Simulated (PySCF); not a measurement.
Isomers of C7H8O2, mass 124.052 u with the commonest isotopes. Theory: PBE0/pcSseg-1 in PySCF (dipole) on a GFN2-xTB geometry, gas phase. One conformer each, none proved a minimum here; rigid rotors.

Question: Order these by rotational constant A, smallest first.
A. 2,6-dimethyl-4-pyrone (`Cc1cc(=O)cc(C)o1`)
B. `[CH2:1]=[C:2]([CH3:3])[CH:4]=[C:5]([CH:6]=[O:7])[CH:8]=[O:9]` with C1–C2–C4–C5 172°, C4–C5–C6–O7 11°, C4–C5–C8–O9 152°
C. `[CH3:1][C:2]#[C:3]/[CH:4]=[C:5](\[CH:6]=[O:7])[CH2:8][OH:9]` with C4–C5–C6–O7 -178°, C4–C5–C8–O9 131°, C5–C8–O9–H 55°
D. `[O:1]=[C:2]1[CH:3]=[CH:4][C@H:5]([CH:6]2[CH2:7][CH2:8]2)[O:9]1` with C4–C5–C6–C7 87°
E. `[CH3:1][CH2:2][c:3]1[cH:4][cH:5][cH:6][c:7](=[O:8])[o:9]1` with C1–C2–C3–C4 -109°

Answer: A (1964 MHz), B (2224 MHz), E (2859 MHz), C (3828 MHz), D (4368 MHz).

Question: Order these by radius of gyration √(Σ m r²/M), largest first.
A. `[CH2:1]=[C:2]([CH3:3])[CH:4]=[C:5]([CH:6]=[O:7])[CH:8]=[O:9]` with C1–C2–C4–C5 172°, C4–C5–C6–O7 11°, C4–C5–C8–O9 152°
B. 2,6-dimethyl-4-pyrone, `CC1=CC(=O)C=C(C)O1`
C. `[CH3:1][C:2]#[C:3]/[CH:4]=[C:5](\[CH:6]=[O:7])[CH2:8][OH:9]` with C4–C5–C6–O7 -178°, C4–C5–C8–O9 131°, C5–C8–O9–H 55°
D. `[O:1]=[C:2]1[CH:3]=[CH:4][C@H:5]([CH:6]2[CH2:7][CH2:8]2)[O:9]1` with C4–C5–C6–C7 87°

Answer: C (2.556 Å), A (2.285 Å), D (2.155 Å), B (2.077 Å).

Question: Order these by dipole moment, largest first.
A. `[CH3:1][C:2]#[C:3]/[CH:4]=[C:5](\[CH:6]=[O:7])[CH2:8][OH:9]` with C4–C5–C6–O7 -178°, C4–C5–C8–O9 131°, C5–C8–O9–H 55°
B. `[CH2:1]=[C:2]([CH3:3])[CH:4]=[C:5]([CH:6]=[O:7])[CH:8]=[O:9]` with C1–C2–C4–C5 172°, C4–C5–C6–O7 11°, C4–C5–C8–O9 152°
C. `[O:1]=[C:2]1[CH:3]=[CH:4][C@H:5]([CH:6]2[CH2:7][CH2:8]2)[O:9]1` with C4–C5–C6–C7 87°

Answer: C (5.20 D), A (4.92 D), B (4.71 D).

| SMILES | point group | Ia (u·Å²) | Ib (u·Å²) | Ic (u·Å²) | κ | μa (D) | μb (D) | μc (D) |
| --- | --- | --- | --- | --- | --- | --- | --- | --- |
| CC#C/C=C(\C=O)CO | C1 | 132.03 | 691.58 | 797.88 | -0.94 | 4.72 | 1.02 | 0.91 |
| Cc1cc(=O)cc(C)o1 | C2v | 257.26 | 281.25 | 532.28 | 0.67 | 4.98 | 0.00 | 0.00 |
| O=C1C=C[C@H](C2CC2)O1 | C1 | 115.69 | 477.59 | 559.45 | -0.91 | 3.96 | 3.36 | 0.27 |
| CCc1cccc(=O)o1 | C1 | 176.79 | 377.88 | 518.13 | -0.62 | 2.92 | 3.93 | 0.09 |
| C=C(C)C=C(C=O)C=O | C1 | 227.27 | 425.45 | 642.98 | -0.44 | 4.63 | 0.65 | 0.64 |
